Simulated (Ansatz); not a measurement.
Relaxation of n-SiSiSiSiSiH12 (Si5H12) (charge 0, singlet) with RKS r2SCAN-D4/def2-SVP in Ansatz.

Positions (Å) and forces (eV/Å) at steps 22, 25 of 25:

```xyz
17
step=22 energy=-39567.3600 eV
Si    0.288    1.051    2.425    0.057    0.022   -0.037
Si    1.492   -0.527    1.165    0.010    0.020    0.011
Si   -0.043   -1.872    0.002    0.004    0.012    0.000
Si   -1.513   -0.455   -1.159    0.003    0.018   -0.013
Si   -0.241    1.057   -2.430   -0.041    0.031    0.019
H    -0.736    0.351    3.255   -0.039   -0.024    0.031
H     1.185    1.837    3.327   -0.005   -0.006   -0.012
H    -0.413    1.995    1.501    0.000   -0.006    0.003
H     2.361   -1.354    2.063   -0.014    0.011   -0.014
H     2.372    0.186    0.182   -0.013   -0.014    0.016
H    -0.789   -2.727    0.978   -0.009   -0.010    0.009
H     0.661   -2.764   -0.973    0.006   -0.007   -0.007
H    -2.351    0.303   -0.175    0.004   -0.008   -0.007
H    -2.426   -1.241   -2.050    0.008    0.006    0.006
H     0.524    1.960   -1.514   -0.006   -0.013   -0.008
H     0.733    0.305   -3.276    0.022   -0.015   -0.018
H    -1.106    1.894   -3.319    0.013   -0.015    0.020
17
step=25 energy=-39567.3610 eV
Si    0.292    1.066    2.396    0.008    0.011    0.014
Si    1.486   -0.540    1.169   -0.003    0.001   -0.001
Si   -0.044   -1.888    0.003    0.005    0.000   -0.005
Si   -1.508   -0.468   -1.164   -0.004    0.003    0.004
Si   -0.244    1.073   -2.403    0.002    0.006   -0.010
H    -0.719    0.385    3.262   -0.003   -0.001    0.007
H     1.200    1.881    3.262   -0.009   -0.008   -0.009
H    -0.428    1.980    1.458   -0.002    0.003   -0.005
H     2.338   -1.361    2.086    0.003   -0.006    0.005
H     2.382    0.150    0.187    0.003    0.000   -0.007
H    -0.797   -2.745    0.972    0.000    0.002    0.000
H     0.669   -2.778   -0.968   -0.002   -0.001    0.000
H    -2.363    0.269   -0.179   -0.005    0.001    0.005
H    -2.406   -1.249   -2.073   -0.002   -0.006   -0.004
H     0.535    1.946   -1.471    0.002    0.002    0.004
H     0.720    0.340   -3.280    0.002    0.001   -0.006
H    -1.115    1.938   -3.258    0.005   -0.008    0.009
```

Another isomer (singlet) lies 0.16 eV lower at PBE0-D4/def2-TZVP; other spin states weren't run for this one.
